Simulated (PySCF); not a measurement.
Compound: C9H10.
Structure used (PBE0-D3(BJ)/def2-SVP), in Å, numbered top down from 1:
```xyz
19
C9H10 angstrom
C      3.0377   -0.9625   -0.1689
C      2.1495   -0.2407   -0.8659
C      0.7336   -0.0532   -0.5341
C     -0.0574    0.6203   -1.4355
C     -1.4358    0.9955   -1.2667
C     -2.3514    0.2996   -0.5554
C     -2.0304   -1.0466    0.0205
C     -0.9955   -0.8320    1.0833
C      0.2602   -0.4443    0.7844
H      2.7613   -1.5038    0.7402
H      4.0762   -1.0446   -0.4974
H      2.4827    0.2535   -1.7860
H      0.4466    1.0102   -2.3275
H     -1.7536    1.9201   -1.7611
H     -3.3507    0.7207   -0.4053
H     -2.9267   -1.5358    0.4243
H     -1.6148   -1.6953   -0.7730
H     -1.2732   -0.9822    2.1317
H      0.9886   -0.3707    1.5984
```

All values: PBE0/def2-SVPD (PySCF, non-relativistic), on one gas-phase PBE0-D3(BJ)/def2-SVP geometry that isn't relaxed in the solvent. The solvent is an IEF-PCM continuum (cavity from Bondi-type radii × 1.2). Specific hydrogen bonds and non-electrostatic terms are outside this model.

Gas phase at PBE0/def2-SVPD: HOMO -6.18 eV, LUMO -1.41 eV, dipole 0.59 D.

Q: What does the continuum do to the energy, the frontier levels and the dipole at PBE0/def2-SVPD in chloroform and water?

A: 
```
   solvent      ε  E(solvent) − E(gas) (kJ/mol)  polarisation term (kJ/mol)  distortion of the solute (kJ/mol)  HOMO (eV)  LUMO (eV)  dipole (D)
chloroform  4.711                        -10.30                      -11.24                               0.94      -6.19      -1.42        0.78
     water  78.36                        -15.38                      -17.60                               2.22      -6.23      -1.45        0.86
```

The first energy column is the sum of the next two and covers electrostatics alone. From chloroform to water the lowering changes by a factor 1.49, Onsager's factor (ε − 1)/(2ε + 1) by 1.38 and ε itself by 16.6.

Q: Give the dipole vector in the frame of the coordinates (D, pointing from negative to positive charge), gas and water.

A: Gas (-0.57, 0.00, 0.14), solvent (-0.85, -0.01, 0.18). Its length changes by +46 % and its direction by 2°.

Q: How does the static polarisability (PBE0/def2-SVPD, frozen core, with the continuum's full static response) change?

A: 
```csv
medium,isotropic (au),principal values (au),⟨r²⟩ of the electrons (bohr²)
gas,113.8,"70.3, 110.3, 160.7",1244.1
chloroform,148.6,"89.6, 144.6, 211.7",1242.7
water,167.4,"103.2, 162.9, 236.0",1242.0
```

The isotropic value in water is 1.47 times the gas-phase one; no cavity-field correction is applied. ⟨r²⟩ is taken about the centre of nuclear charge.
